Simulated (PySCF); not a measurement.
## How methods differ on the ionisation energy of Ir⁴⁷⁺

Ir⁴⁷⁺ [Ar] 3d10 4s2 (1S) → Ir⁴⁸⁺ [Ar] 3d10 4s1 (2S), as a difference of total energies. All numbers are calculated (PySCF 2.14, scalar relativity by spin-free X2C-1e, in an even-tempered Gaussian basis (18 s from 5.9 bohr⁻², ratio 2.5; 13 p from 7.6 bohr⁻², ratio 2.5; 8 d from 14 bohr⁻², ratio 2.5; 4 f from 35 bohr⁻², ratio 2.7; 4 g from 52 bohr⁻², ratio 2.7)). Correlated levels: outer shells: [Ne] frozen; virtual orbitals above 40 to 60 times the deepest correlated orbital energy dropped. The calculations carry no spin-orbit coupling.

```csv
method,ionisation energy (eV)
UHF,2651.3
LDA,2659.7
PBE,2660.5
PBE0,2658.5
r2SCAN,2654.3
TPSSh,2657.5
M06,2656.7
MP2 (outer shells),2654.3
SCS-MP2 (outer shells),2654.3
```

How much does correlation contribute at MP2 (outer shells)?

2654.3 − (2651.3) = 3.0 eV, measured against UHF.

Breit and QED terms and the two-electron picture change are absent.

For comparison: 2656 ± 4 eV (theoretical estimate listed by NIST; NIST Atomic Spectra Database, ionization energies).
